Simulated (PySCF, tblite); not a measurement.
Dissociation curve of MgH, doublet.

Levels: UHF/LANL2DZ = unrestricted Hartree-Fock/LANL2DZ, with its core potentials past Ne in PySCF; GFN2-xTB, 300 K electronic temperature (tblite); UKS-B3LYP/6-31G* = unrestricted B3LYP/6-31G*, spherical d in PySCF; UCCSD(T) = CCSD(T) on UHF/cc-pVTZ, 1 core orbital frozen (PySCF).

Energies relative to the lowest point of each curve near equilibrium, in kJ/mol; the last columns give the difference from UCCSD(T):

```
R / Å  UHF/LANL2DZ  GFN2-xTB  UKS-B3LYP/6-31G*  UCCSD(T)  UHF/LANL2DZ − UCCSD(T)  GFN2-xTB − UCCSD(T)  UKS-B3LYP/6-31G* − UCCSD(T)
-----  -----------  --------  ----------------  --------  ----------------------  -------------------  ---------------------------
1.32         126.3     104.1             124.3     118.4                     7.9                -14.4                          5.9
1.39          79.5      65.3              79.0      75.1                     4.4                 -9.8                          3.9
1.48          38.8      34.4              39.5      36.6                     2.2                 -2.2                          2.9
1.57          14.7      16.5              15.8      13.5                     1.2                  3.0                          2.3
1.64           4.6       8.2               5.6       4.0                     0.6                  4.2                          1.5
1.68           1.6       5.0               2.2       1.2                     0.3                  3.8                          1.0
1.74           0.0       1.9               0.0       0.0                     0.0                  1.9                          0.0
1.78           0.7       0.7               0.1       0.8                    -0.2                 -0.1                         -0.7
1.85           4.4       0.0               2.7       4.8                    -0.3                 -4.8                         -2.1
1.91           9.8       0.6               6.8      10.1                    -0.3                 -9.5                         -3.3
2.00          20.4       2.8              15.4      20.5                    -0.1                -17.6                         -5.1
2.15          41.4       8.7              33.4      41.3                     0.1                -32.6                         -7.8
2.38          70.9      25.3              62.8      74.0                    -3.1                -48.7                        -11.2
2.63          91.8      49.1              89.9     102.6                   -10.8                -53.5                        -12.7
2.90         103.5      78.7             110.3     121.0                   -17.5                -42.3                        -10.6
3.13         108.2     105.4             121.4     128.3                   -20.1                -23.0                         -6.9
3.48         111.0     145.7             130.8     132.4                   -21.5                 13.3                         -1.7
3.85         111.6     184.4             134.9     133.5                   -21.9                 50.9                          1.4
4.24         111.6     216.9             136.5     133.7                   -22.1                 83.2                          2.8
4.72         111.7         —             137.3     133.8                   -22.1                    —                          3.6
5.26         111.8         —             137.7     133.8                   -22.1                    —                          3.9
6.05         111.9         —             138.0     133.9                   -22.0                    —                          4.1
6.92         112.0         —             138.1     134.0                   -22.0                    —                          4.1
```

UHF/LANL2DZ is furthest from UCCSD(T) at 4.72 (-22.1 kJ/mol, below); its mean absolute difference over the points is 9.7 kJ/mol.

GFN2-xTB is furthest from UCCSD(T) at 4.24 (83.2 kJ/mol, above); its mean absolute difference over the points is 22.0 kJ/mol.

UKS-B3LYP/6-31G* is furthest from UCCSD(T) at 2.63 (-12.7 kJ/mol, below); its mean absolute difference over the points is 4.3 kJ/mol.

Dashes: no converged value, or the column stops at the first point that the program doubted or that broke a chosen test of continuity, which isn't proof of a fault.

The unrestricted determinant behind UHF/LANL2DZ, UCCSD(T) is spin-contaminated at 2.38 to 3.13 Å (<S²> up to 0.9, against 0.75 for a pure doublet).
